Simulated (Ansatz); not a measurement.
C3H6BFO can be A, `BO/C(F)=C/C`, or B, `CB(O)/C=C/F`.

Program: Ansatz. Geometries: PBE0-D4/def2-TZVP. ΔE: electronic, gas phase. CCSD(T)/CBS is the MP2 limit (def2-TZVPP, def2-QZVPP) plus CCSD(T) − MP2 in def2-TZVPP, frozen cores. Double bonds are as drawn, so ΔE can hold a change between cis and trans. DFT in def2-TZVPP. B3LYP here is the variant with VWN-RPA as its local correlation; programs differ in this. Each species was taken in one conformer, which may not be the lowest.

**Question.** Which isomer does CCSD(T)/CBS put lower? Give the gap. (An estimate is asked.)

**Answer.** Ansatz gave: B, by 132.3 kJ/mol.

**Question.** Give E(B) − E(A) in kJ/mol with MP2/def2-TZVPP, CCSD/def2-TZVPP, B3LYP-D4, CCSD(T)/def2-TZVPP, PBE0-D4, B3LYP, HF/def2-TZVPP. (An estimate is asked.)

**Answer.** Ansatz gave: MP2/def2-TZVPP -134.5, CCSD/def2-TZVPP -129.4, B3LYP-D4 -124.2, CCSD(T)/def2-TZVPP -129.8, PBE0-D4 -127.4, B3LYP -123.5, HF/def2-TZVPP -118.3. None reverses the order clearly.

Largest T1 diagnostic: 0.013.

In def2-TZVPP, CCSD(T) changes the Hartree–Fock value by −11.5 kJ/mol (the triples alone add −0.5 kJ/mol) and MP2 by −16.3 kJ/mol.
